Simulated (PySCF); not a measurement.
A PySCF script (with the pyscf-properties extension) for the spin–spin couplings of SMILES BrB(Br)Br, BBr₃, on a PBE0-D3(BJ)/def2-SVP geometry:

```python
import basis_set_exchange as bse
import numpy as np
from pyscf import gto, dft
from pyscf.data import nist
from pyscf.prop import ssc

atoms = """
Br    1.890243   -0.368065   -0.325804
B     0.024747   -0.019864   -0.237564
Br   -0.648931    1.676715   -0.759912
Br   -1.162299   -1.369677    0.375461
"""
names = {"Br": "pcSseg-1", "B": "pcJ-1"}
basis = {el: gto.basis.parse(bse.get_basis(n, elements=[el], fmt="nwchem")) for el, n in names.items()}
mol = gto.M(atom=atoms, basis=basis, charge=0, verbose=0)
mf = dft.RKS(mol, xc="B3LYP")
mf.grids.level = 2
mf.grids.alignment = dft.numint.BLKSIZE   # the property module wants whole blocks of grid points
mf.conv_tol = 1e-9
mf.kernel()

sc = ssc.RKS(mf)
sc.with_fcsd = True   # Fermi contact and spin-dipole together
sc.max_cycle_cphf = 60
g = {"B": 1.7924326}   # nuclear g factors of 11B
sc.nuc_pair = [(i, j) for i in range(mol.natm) for j in range(i + 1, mol.natm)
               if mol.atom_pure_symbol(i) in g and mol.atom_pure_symbol(j) in g]
K = sc.kernel()
unit = nist.HARTREE2J / nist.PLANCK * (0.5 * nist.E_MASS / nist.PROTON_MASS) ** 2
for (i, j), k in zip(sc.nuc_pair, K):
    a, b = mol.atom_pure_symbol(i), mol.atom_pure_symbol(j)
    J = unit * g[a] * g[b] * np.trace(k) / 3
    if abs(J) >= 1:
        print("%s%d %s%d %8.1f Hz" % (a, i, b, j, J))
```

Q: What does it print?

A: 
```

```

These numbers come from an equivalent density-fitted implementation of the same equations, which agrees with the script to about 0.1 Hz, so last digits may differ.

Size and cost of the density-fitted run: 150 basis functions, 18 s wall time on 1 thread of an Arm Neoverse N1, shared host; peak memory 0.74 GiB.
